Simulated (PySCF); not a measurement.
C2H13NSi3, SMILES C[Si@H](C[SiH3])[SiH2]N. Atoms are numbered in the order given.

```xyz
19

C     -0.9733    -2.3559    -0.2061
Si    -0.0773    -0.7176    -0.5244
C      1.6570    -0.7403     0.2418
Si     2.6420     0.8516     0.0196
Si    -1.3438     1.0421     0.3880
N     -3.0233     0.6653     0.0889
H     -0.4132    -3.2020    -0.6362
H     -1.0897    -2.5391     0.8745
H     -1.9754    -2.3459    -0.6648
H      0.0551    -0.5213    -2.0020
H      2.2320    -1.5823    -0.1828
H      1.5545    -0.9348     1.3242
H      3.9759     0.7675     0.6865
H      1.8915     1.9980     0.6141
H      2.8555     1.1363    -1.4298
H     -0.9597     1.2057     1.8360
H     -1.0599     2.3547    -0.2645
H     -3.3677    -0.2516     0.3603
H     -3.7309     1.3692     0.2832
```

Geometry: B3LYP-D3(BJ)/def2-SVP. The structure was generated by enumeration; whether it is a known compound was not checked. The values are those of a single conformer.

These are PySCF with HF/pcSseg-1 values and carry that method's errors.

GIAO shieldings, no solvent; atoms listed in one row are averaged. δ = σ(ref) − σ: ¹³C against TMS (σ = 192.6 ppm); ²⁹Si against TMS (σ = 393.8 ppm); ¹⁵N against NH3 (σ = 267.3 ppm); ¹H against TMS (σ = 31.99 ppm), references at their B3LYP-D3(BJ)/def2-TZVP geometries, non-relativistic.

Computed chemical shifts:
| nucleus | atoms | count | δ (ppm) |
|---|---|---|---|
| ¹³C | C1 | 1 | -2.4 |
| ¹³C | C3 | 1 | -10.6 |
| ²⁹Si | Si2 | 1 | -35.9 |
| ²⁹Si | Si5 | 1 | -45.0 |
| ²⁹Si | Si4 | 1 | -61.0 |
| ¹⁵N | N6 | 1 | -5.4 |
| ¹H | H17 | 1 | 4.63 |
| ¹H | H16 | 1 | 4.49 |
| ¹H | H10 | 1 | 4.06 |
| ¹H | H13, H14, H15 | 3 | 3.86 |
| ¹H | H7, H8, H9 | 3 | 0.60 |
| ¹H | H19 | 1 | 0.56 |
| ¹H | H18 | 1 | 0.17 |
| ¹H | H11 | 1 | 0.02 |
| ¹H | H12 | 1 | -0.33 |
